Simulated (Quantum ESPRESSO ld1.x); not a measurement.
The mean radii <r> (bohr) of the occupied orbitals of an atom or ion are listed with their occupations. All-electron calculation, Dirac Kohn-Sham, PBE, spin-unpolarised, spherical densities, point nucleus. Program: ld1.x of Quantum ESPRESSO 7.5.

| orbital | occ. | <r> |
|---|---|---|
| 1s1/2 | 2 | 0.02665 |
| 2s1/2 | 2 | 0.1142 |
| 2p1/2 | 2 | 0.09620 |
| 2p3/2 | 4 | 0.1020 |
| 3s1/2 | 2 | 0.3060 |
| 3p1/2 | 2 | 0.2962 |
| 3p3/2 | 4 | 0.3078 |
| 3d3/2 | 4 | 0.2787 |
| 3d5/2 | 6 | 0.2824 |
| 4s1/2 | 2 | 0.7163 |
| 4p1/2 | 2 | 0.7453 |
| 4p3/2 | 4 | 0.7729 |
| 4d3/2 | 4 | 0.8666 |
| 4d5/2 | 6 | 0.8772 |
| 5s1/2 | 2 | 1.749 |
| 5p1/2 | 2 | 1.965 |
| 5p3/2 | 1 | 2.035 |

Name the element and its charge. Open shells, if any, fill j = l - 1/2 first.

Answer. Z = 54, xenon, charge +3: Xe3+ in [Kr] 4d10 5s2 5p3. The 1s radius gives Z: for a bare nucleus <r> = (2 gamma + 1)/(2Z) with gamma = sqrt(1 - (Z/c)^2), 0.02628 bohr for Z = 54, and screening makes it slightly larger (0.02665 here). The occupations add up to 51, and the charge is Z minus that.
